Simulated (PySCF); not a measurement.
Isomers of C6H15NSi, from PBE0-D3(BJ)/def2-SVP geometry optimisation, gas phase (PySCF). One conformer each, no zero-point energy, no frequencies.

Problem. Which is lowest in electronic energy at this level?
A. SiHMe2(pyrrolidide) (`C[SiH](C)N1CCCC1`): A = 2990, B = 1109, C = 879.1 MHz, dipole 0.84 D
B. `[CH3:1]/[N:2]=[CH:3]\[SiH2:4][C:5]([CH3:6])([CH3:7])[CH3:8]` with N2–C3–Si4–C5 179°: A = 3313, B = 836.3, C = 794.1 MHz, dipole 1.38 D
C. `[CH3:1][CH:2]([CH3:3])[C@@H:4]1[CH2:5][NH:6][SiH2:7][CH2:8]1` with C1–C2–C4–C5 -54°, C2–C4–C5–N6 -166°, C4–C5–N6–Si7 26°, C5–N6–Si7–C8 -4°, N6–Si7–C8–C4 -18°: A = 3321, B = 1040, C = 835.1 MHz, dipole 0.98 D

Solution. A. That is SiHMe2(pyrrolidide) (`[H][Si](C)(C)N1CCCC1`), 6.4 kcal/mol below the next.

```csv
SMILES,mapped SMILES,E (Eh),relative (kcal/mol),relative (kJ/mol),dipole (D)
[H][Si](C)(C)N1CCCC1,–,-581.19379,0.0,0.0,0.84
CC(C)[C@@H]1CN[SiH2]C1,[CH3:1][CH:2]([CH3:3])[C@@H:4]1[CH2:5][NH:6][SiH2:7][CH2:8]1,-581.18357,6.4,26.8,0.98
C/N=C\[SiH2]C(C)(C)C,[CH3:1]/[N:2]=[CH:3]\[SiH2:4][C:5]([CH3:6])([CH3:7])[CH3:8],-581.12363,44.0,184.2,1.38
```
